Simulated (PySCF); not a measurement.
# Argon: a sound run and one with changed settings

Sound run: Ar²⁺ [Ne] 3s2 3p4, Ar³⁺ [Ne] 3s2 3p3. All numbers are calculated (PySCF 2.14, the spin-free X2C one-electron Hamiltonian (Gaussian nucleus), in x2c-TZVPall (5s5p2d1f, 37 functions)). In the sound run the correlated levels freeze [Ne]. The sound run starts from symmetry-adapted Hartree-Fock orbitals and uses a fine grid where one is needed.

Changed run: initial guess atom, at most 50 SCF cycles.

```
species   method  sound run (hartree)  changed run (hartree)  converged
   Ar²⁺      UHF           -527.11003             -527.11003        yes
   Ar²⁺    M06-L           -527.74636             -527.74636        yes
   Ar²⁺  CCSD(T)           -527.26802             -527.26802        yes
   Ar³⁺      PBE           -526.06732             -526.06732        yes
   Ar³⁺      MP2           -525.76189             -525.76189        yes
```

Here the plain start reaches the same solutions.
